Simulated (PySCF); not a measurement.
Compound: C6H10NP.
Cartesian coordinates in Å at the GFN2-xTB level; atoms count from 1:
```xyz
18
C6H10NP angstrom
N      4.4626    1.1373    0.6559
C      3.6440    0.3830    0.3954
C      2.5867   -0.5388    0.0698
C      1.2274    0.1662    0.1192
P     -0.1530   -1.0344   -0.2587
C     -1.5025    0.2034   -0.3725
C     -2.9247   -0.2711   -0.2773
C     -2.3129    0.4638    0.8671
H      2.6094   -1.3679    0.7836
H      2.7696   -0.9436   -0.9306
H      1.0518    0.5639    1.1238
H      1.2037    1.0027   -0.5855
H      0.1030   -1.0844   -1.6395
H     -1.3027    1.0481   -1.0248
H     -3.1024   -1.3303   -0.1631
H     -3.6665    0.2326   -0.8785
H     -2.0713   -0.0999    1.7568
H     -2.6311    1.4757    1.0674
```

The calculation used TDDFT CAM-B3LYP/def2-SVPD, vertical, gas phase, core orbitals frozen in the response (PySCF 2.14.0, density-fitted response routines).

Transition dipole moments from the ground state, in atomic units and in the frame of the coordinates above (overall signs are arbitrary), for the states with f of 0.002 or more among the lowest 8:

| state | E (eV) | μx | μy | μz |
| --- | --- | --- | --- | --- |
| S1 | 6.529 | 0.666 | 0.119 | 0.340 |
| S2 | 6.679 | 0.596 | -0.176 | -0.347 |
| S3 | 7.633 | -0.031 | -0.591 | 0.043 |
| S4 | 7.838 | 0.030 | 0.533 | -0.394 |
| S6 | 7.921 | -0.322 | 0.098 | 0.115 |
| S7 | 7.954 | 0.338 | 0.051 | 0.093 |
| S8 | 7.996 | 0.330 | 0.253 | 0.006 |

**Question.** What oscillator strength does each state have?

**Answer.** f = (2/3) ΔE |μ|² with ΔE in hartree (27.2114 eV).

| state | \|μ\|² (au) | \|μ\| (D) | f |
| --- | --- | --- | --- |
| S1 | 0.574 | 1.93 | 0.092 |
| S2 | 0.506 | 1.81 | 0.083 |
| S3 | 0.352 | 1.51 | 0.066 |
| S4 | 0.440 | 1.69 | 0.084 |
| S6 | 0.126 | 0.90 | 0.025 |
| S7 | 0.126 | 0.90 | 0.024 |
| S8 | 0.173 | 1.06 | 0.034 |

**Question.** What angle do the transition dipoles of S6 and S8 make?

**Answer.** |cos θ| = |μa·μb| / (|μa| |μb|) = 0.54, so θ ≈ 57° (taken between 0 and 90°, since the signs are arbitrary).

**Question.** How is the summed strength of these states shared among x, y and z?

**Answer.** (2/3) Σ ΔE μα² gives 0.193 for x, 0.142 for y and 0.073 for z, 0.408 in all.

**Question.** What peak molar absorption coefficient would the strongest computed level give as a lone Gaussian band 0.3 eV wide at half height?

**Answer.** ε(max) = 2.175×10⁸ f / FWHM, with the width in cm⁻¹. S1: 2.175×10⁸ × 0.0917 / 2420 ≈ 8200 L mol⁻¹ cm⁻¹.

Time: 85 s wall (grids of density and orbitals included). Hardware: one thread, Arm Neoverse V2, shared host.

One conformer stands for the species.
